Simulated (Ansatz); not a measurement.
Reaction (redistribution): `BC(F)[SiH2][SiH3]` + `O[SiH](O)[SiH3]` → `O[SiH](O)[SiH2][SiH3]` + `BC(F)[SiH3]`

Calculated with Ansatz (gas phase, PBE0-D4/def2-TZVP geometries, no zero-point term in ΔE). CCSD(T)/CBS adds triple-zeta CCSD(T) − MP2 to the extrapolated MP2 energy (def2 sets, frozen cores). This one scheme is used for every species. One conformer a species, not always the lowest.

Q: Is it downhill or uphill in electronic energy at CCSD(T)/CBS, and by how much? (An estimate is asked.)

A: Computed: Downhill: ΔE = -8.3 kJ/mol.

Q: What do these levels give: HF/def2-TZVPP, MP2/def2-TZVPP, CCSD/def2-TZVPP, CCSD(T)/def2-TZVPP, HF/def2-QZVPP, MP2/def2-QZVPP? (Estimate.)

A: Ansatz gave: HF/def2-TZVPP -13.5, MP2/def2-TZVPP -9.1, CCSD/def2-TZVPP -9.1, CCSD(T)/def2-TZVPP -8.2, HF/def2-QZVPP -13.4, MP2/def2-QZVPP -9.1 kJ/mol.

Largest T1 diagnostic among the species: 0.014.

In def2-TZVPP, CCSD(T) changes the Hartree–Fock value by +5.3 kJ/mol (the triples alone add +0.8 kJ/mol) and MP2 by +4.5 kJ/mol.
